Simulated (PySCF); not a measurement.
# Diatomic cations of Cs with the chalcogens

CCSD(T) with double-zeta basis sets in PySCF, for the lowest determinant that a PBE0 search found; no spin–orbit coupling. De refers to high-spin ground-configuration atoms (the charge goes to the atom of lower measured ionisation energy or higher electron affinity, which is not always the lowest computed limit).

```csv
M,basis,"reference, frozen orbitals",charged atom,state (unpaired electrons),Re (Å),ωe (cm⁻¹),De (eV)
O,def2-SVP,"UHF, 1",Cs+,triplet (π ↑↑),3.368,110,0.20
S,def2-SVP,"UHF, 5",Cs+,triplet (π ↑↑),3.772,85.3,0.31
Te,def2-SVP,"UHF, 4",Cs+,triplet (π ↑↑),4.134,48.9,0.31
```

(1) The row for M = Se is missing. Estimate Re, ωe and De as the mean of the rows for S and Te, and compare with the calculation.

Correlated steps freeze the inner cores (1 to 9 orbitals); shallow outer-core shells are correlated. Weak bonds: CsO⁺, CsSe⁺, CsS⁺, CsTe⁺. Basis-set superposition, not corrected here, can be much of De in a small basis, most of all at correlated wavefunction levels. These are scalar-relativistic numbers at best; spin–orbit coupling would shift them, the dissociation energy most. For an ion De counts to the pair picked by the measured ionisation energies or electron affinities, which need not be the lowest pair at this level. States were picked by a PBE0 search and need not be the measured ground states.

Results:

(1) The means are 3.953 Å, 67.1 cm⁻¹ and 0.31 eV. UHF-CCSD(T) in def2-SVP gives CsSe⁺ as a triplet (π ↑↑) with Re = 3.910 Å, ωe = 58.8 cm⁻¹, De = 0.31 eV, so the estimate is off by +4.3 pm, +14 % and +0.00 eV.
